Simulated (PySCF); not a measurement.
Sb(OH)2(TeH) (H₃O₂SbTe), SMILES [OH][Sb]([TeH])[OH]. Geometry: PBE-D3(BJ)/def2-SVP. The def2 effective core potentials stand for the cores of Sb, Te; spin–orbit coupling is left out. One conformer was computed; it need not be the lowest.

The numbers are results of PySCF with PBE-D3(BJ)/def2-SVP, not measurements.

Harmonic wavenumbers (cm⁻¹): 82, 97, 127, 182, 188, 276, 374, 474, 575, 577, 813, 857, 2051, 3656, 3675. Rotational constants (GHz): 3.866, 0.8052, 0.7546; symmetry number 1.

**Question.** Work out the zero-point energy and the ideal-gas rigid-rotor harmonic-oscillator thermochemistry at 298.15 K and 1 atm.

**Answer.** ZPE = ½ Σ hcν = ½ × 14005 cm⁻¹ = 20.02 kcal/mol. H − E(el) = 25.45 kcal/mol. Entropy in cal/(mol K): translation 42.83, rotation 29.30, vibration 19.59, total 91.73. G − E(el) = -1.90 kcal/mol. Cp = 25.43 cal/(mol K). Modes under 150 cm⁻¹ make the vibrational entropy uncertain.
